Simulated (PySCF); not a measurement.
Bi⁺: ionisation energy

Bi⁺ [Xe] 4f14 5d10 6s2 6p2 (3P) → Bi²⁺ [Xe] 4f14 5d10 6s2 6p1 (2P), as a difference of total energies. All numbers are calculated (PySCF 2.14, the spin-free X2C one-electron Hamiltonian (Gaussian nucleus), in aug-cc-pVTZ-DK3). Correlated levels: valence: [Xe] 4f14 5d10 frozen. The calculations carry no spin-orbit coupling.

```csv
method,ionisation energy (eV),difference from reference (eV)
UHF,15.330,-1.373
LDA,16.004,-0.699
PBE,15.778,-0.925
PBE0,15.841,-0.862
r2SCAN,15.921,-0.782
BHandHLYP,15.754,-0.949
M06-2X,15.874,-0.829
MP2 (valence),15.601,-1.102
SCS-MP2 (valence),15.543,-1.160
```

Reference: 16.703 eV (measured; NIST Atomic Spectra Database, ionization energies).

Spin-orbit coupling is strong in these open shells (close to jj coupling). The scalar numbers leave it out and a first-order estimate fails, so it can dominate the gap to the real levels.

Errors of the correlated levels include the incompleteness of this basis and the frozen core.
